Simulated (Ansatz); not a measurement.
Calculated with Ansatz (gas phase, PBE0-D4/def2-TZVP geometries, no zero-point term in ΔE). CCSD(T)/CBS adds triple-zeta CCSD(T) − MP2 to the extrapolated MP2 energy (def2 sets, frozen cores). Functionals use def2-TZVPP. For Ge, Se outer-core shells are correlated without core-valence functions, which leaves a few kJ/mol of doubt a bond. Scalar relativity is left out up to krypton. Each species was taken in one conformer, which may not be the lowest.

Consider the ligand exchange at a Ge–C bond: `C[O][GeH2][CH2][Si](C)(C)C` + H₂Se → `C[O][GeH2][SeH]` + `C[Si](C)(C)C`.

CCSD(T)/CBS gives -62.4 kJ/mol.

(1) Another level gave -61.1 kJ/mol. Which?
A. r2SCAN/def2-TZVPP
B. CCSD/def2-TZVPP
C. PBE0-D4/def2-TZVPP
D. PBE/def2-TZVPP

Largest T1 diagnostic among the species: 0.011.

Results:

(1) B. CCSD/def2-TZVPP -61.1, r2SCAN -74.7, PBE0-D4 -68.9, PBE -79.2 kJ/mol.

In def2-TZVPP, CCSD(T) changes the Hartree–Fock value by +22.7 kJ/mol (the triples alone add +2.0 kJ/mol) and MP2 by +20.4 kJ/mol. The D4 term adds +13.6 kJ/mol with B3LYP and +8.6 kJ/mol with PBE0; it sums over pairs of atoms, weighted by their polarisabilities, and B3LYP, whose exchange is more repulsive, gets the larger term.

B3LYP here is the variant with VWN-RPA as its local correlation; programs differ in this.
